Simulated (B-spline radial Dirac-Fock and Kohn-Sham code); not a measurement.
The L2-M23M23 Auger spectrum of Hg⁹⁺

System: mercury as Hg⁹⁺, 1s2 2s2 2p6 3s2 3p6 3d10 4s2 4p6 4d10 4f14 5s2 5p6 5d3.

Model: Dirac-Fock ΔSCF + Breit + QED. Program: an atomic code on a B-spline grid. The two-hole levels come from diagonalising the Coulomb interaction among the jj configurations; intensities are independent-particle Coulomb rates. Kinetic energies are from the vacuum level. Electron correlation is not included. Open outer shells are spectators and are not coupled to the holes.

```tsv
kinetic energy (eV)	J	leading jj holes (weight)	leading LS term (weight)	intensity (%)
7386.6	0	M2M2 (1.00)	³P0 (0.65)	26.1
7825.8	2	M2M3 (1.00)	¹D2 (0.68)	49.8
7836.4	1	M2M3 (1.00)	³P1 (1.00)	22.9
8245.3	0	M3M3 (1.00)	¹S0 (0.65)	0.7
8266.0	2	M3M3 (1.00)	³P2 (0.68)	0.5
```

The strongest line, by its leading LS label ¹D2, lies at 7825.8 eV. The mean weight of the leading component is 1.00 in jj and 0.73 in LS coupling, so jj labels describe these levels better.

Values without a named source are computed, but for edge energies of neutral atoms, which are taken from tables.
